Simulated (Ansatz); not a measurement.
Basis-set series for H₄O₂S₂Ti (`[OH][Ti]([OH])([SH])[SH]`). Total charge 0; spin multiplicity 1. All single points use the PBE0-D4/def2-TZVP geometry. It is one conformer, not always the lowest.

| functional | basis | functions | energy (Eh) | HOMO (eV) | LUMO (eV) |
| --- | --- | --- | --- | --- | --- |
| PBE0-D4 | def2-SVP | 115 | -1797.78523 | -7.01 | -2.07 |
| PBE0-D4 | def2-TZVPP | 266 | -1798.36767 | -7.21 | -2.18 |
| ωB97M-V | def2-SVP | 115 | -1798.25931 | -9.06 | 0.13 |
| ωB97M-V | def2-TZVPP | 266 | -1798.84375 | -9.30 | -0.05 |

Question: Give the rows for def2-QZVPP. (Estimate.)

Answer: Computed: 
```csv
functional,basis,functions,energy (Eh),HOMO (eV),LUMO (eV)
PBE0-D4,def2-QZVPP,467,-1798.41644,-7.24,-2.22
ωB97M-V,def2-QZVPP,467,-1798.88983,-9.34,-0.12
```

Scalar relativity is left out up to krypton.
